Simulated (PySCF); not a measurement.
**Do core-level shifts follow atomic charges?**

Species: C3H8O3S.
SMILES with atom numbers: `[CH3:1][CH2:2][CH2:3][S:4](=[O:5])(=[O:6])[OH:7]`

Geometry (PBE0-D3(BJ)/def2-SVP, Å), atoms numbered from 1 in this order:
```xyz
15
C3H8O3S angstrom
C     -1.7857    0.5970   -0.0698
C     -0.9921   -0.6952    0.0446
C      0.4234   -0.6328   -0.5129
S      1.4667    0.4591    0.4417
O      1.1717    1.8353    0.1091
O      1.4930   -0.0051    1.8208
O      2.9266    0.1189   -0.1955
H     -1.8404    0.9417   -1.1143
H     -1.3306    1.4071    0.5171
H     -2.8137    0.4492    0.2913
H     -1.5080   -1.5064   -0.4949
H     -0.9315   -1.0163    1.0974
H      0.4657   -0.2558   -1.5459
H      0.9209   -1.6122   -0.4689
H      3.4218   -0.3596    0.4872
```

Binding energies: delta-SCF UKS SCAN, pcX-2 on the ionised atom, pcseg-1 elsewhere, spin-free X2C in PySCF. Charges: PBE0/pcSseg-1 ground-state density, for the ionised atom.

```csv
atom,environment,C 1s (eV),Mulliken (e),IAO (e),Hirshfeld (e),ESP (e)
C1,methyl carbon,290.86,-0.288,-0.417,-0.117,-0.313
C2,chain CH2 carbon,291.38,-0.299,-0.253,-0.061,+0.151
C3,sp3 carbon bound to sulfur,291.89,-0.353,-0.455,-0.072,-0.329
```

**Question.** How well does each charge scheme correlate with the binding energies over these sites?

**Answer.** Hirshfeld: r = 0.77, slope 13.3 eV per e; ESP: r = -0.02, slope 0.0 eV per e; IAO: r = -0.17, slope -0.8 eV per e; Mulliken: r = -0.93, slope -13.8 eV per e. Hirshfeld charges have the highest r, on only 3 points.

**Question.** The point-charge model writes a binding energy as kq + V + constant, with V the potential of the other atoms' charges at the site. What does it give with the IAO charges?

**Answer.** V = Σ 14.40 eV Å × q/r over all other atoms: +5.30 eV at C1, +2.81 eV at C2, +9.26 eV at C3. Fitting binding energy − V to q gives k = 26.1 eV per e and leaves an rms residual of 0.80 eV, against 0.41 eV for the fit on q alone. The model has no term for differences in relaxation between sites.

One conformer (not necessarily the lowest) at the PBE0-D3(BJ)/def2-SVP geometry, without solvent, vibrations or thermal averaging.
